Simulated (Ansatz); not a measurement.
Geometry optimisation, DFT PBE, scalar-relativistic, plane waves, PAW in Ansatz 0.2.0.

Input file:

```yaml
crystal:
  lattice:
    - [6.98, 0.0, 0.0]
    - [0.0, 6.98, 0.0]
    - [0.0, 0.0, 6.98]
  atoms:
    - { symbol: Li, position: [0.0, 0.0, 0.0] }
    - { symbol: Li, position: [0.5, 0.0, 0.0] }
    - { symbol: Li, position: [0.0, 0.5, 0.0] }
    - { symbol: Li, position: [0.0, 0.0, 0.5] }
    - { symbol: Li, position: [0.25, 0.25, 0.25] }
    - { symbol: Li, position: [0.5, 0.5, 0.0] }
    - { symbol: Li, position: [0.5, 0.0, 0.5] }
    - { symbol: Li, position: [0.75, 0.25, 0.25] }
    - { symbol: Li, position: [0.0, 0.5, 0.5] }
    - { symbol: Li, position: [0.25, 0.75, 0.25] }
    - { symbol: Li, position: [0.25, 0.25, 0.75] }
    - { symbol: Li, position: [0.5, 0.5, 0.5] }
    - { symbol: Li, position: [0.75, 0.75, 0.25] }
    - { symbol: Li, position: [0.75, 0.25, 0.75] }
    - { symbol: Li, position: [0.25, 0.75, 0.75] }
    - { symbol: Li, position: [0.75, 0.75, 0.75] }
    - { symbol: H, position: [0.2430889, 0.0042113, 0.3703941] }
basis:
  ecutwfc: 420.0
kpoints:
  mp_grid: { grid: [3, 3, 3] }
hamiltonian:
  xc: pbe
scf:
  occupations: { method: gaussian, width: 0.15 }
  lower_state_search: "off"
relax:
  f_tol: 0.03
  max_steps: 60
  adjacent_minimum: "off"
```

Launched with:

```bash
$ ansatz run input.yaml --threads 2 --pin off --max-ram 5120MiB --backend cpu --events-out ev --progress --plain --runs-dir out
```

Where does it end, and by what steps?

It converged. The force dipped under the threshold on the way, but the program's further checks kept it going. Limits of this set-up: coarse k mesh, odd electron count without spin. After 7 steps the energy has fallen by 0.064 eV; Li11 moved furthest, 0.18 Å.

```
step  energy less start (eV)  largest force component (eV/Å)  accepted
   0                  0.0000                           0.208       yes
   1                 -0.0507                           0.077       yes
   2                 -0.0547                           0.022       yes
   3                 -0.0576                           0.025       yes
   4                 -0.0610                           0.047       yes
   5                 -0.0630                           0.039       yes
   6                 -0.0636                           0.014       yes
   7                 -0.0636                           0.014       yes
```

```xyz
17
Lattice="6.9800 0.0000 0.0000 0.0000 6.9800 0.0000 0.0000 0.0000 6.9800" Properties=species:S:1:pos:R:3
Li -0.106 0.002 -0.123
Li 3.581 0.002 -0.123
Li -0.089 3.491 0.088
Li 0.166 -0.001 3.503
Li 1.746 1.621 1.721
Li 3.573 3.491 0.084
Li 3.311 -0.001 3.499
Li 5.239 1.695 1.798
Li 0.042 3.487 3.455
Li 1.746 5.368 1.724
Li 1.741 1.862 5.372
Li 3.440 3.488 3.456
Li 5.238 5.290 1.798
Li 5.233 1.794 5.133
Li 1.741 5.127 5.372
Li 5.233 5.189 5.136
H 1.741 0.004 2.571
```

Time of the run: 68 s on 2 threads of Arm Neoverse N1 (shared host), peak memory 0.52 GiB.
